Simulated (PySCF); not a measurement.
C3H9FOSi, SMILES CCOC[SiH2]F.

The structure is a stationary point at PBE0-D3(BJ)/def2-SVP. This is a generated structure with no PubChem entry under its InChIKey; it may be hypothetical. The values are those of a single conformer.

Two levels are set side by side: TDA-PBE/def2-SVPD (PySCF) and TDA-ωB97X/def2-SVPD (PySCF). Vertical, same geometry. The lowest singlet is HOMO→LUMO 99 % with PBE and HOMO→LUMO 78 % with the other functional; states are paired by order. Differences are taken from unrounded values.

```
quantity                              TDA-ωB97X  TDA-PBE  TDA-PBE minus TDA-ωB97X
------------------------------------  ---------  -------  -----------------------
lowest singlet excitation (eV)             6.68     5.21                    -1.47
lowest triplet excitation (TDA) (eV)       6.32     4.91                    -1.40
```

Functionals without exact exchange tend to place singlet excitations lower, as here. Differences between two approximate levels are no errors against the true value.

Rough cost on one machine, each run with all the roots and properties that it gave: TDA-ωB97X against TDA-PBE about 6 times.
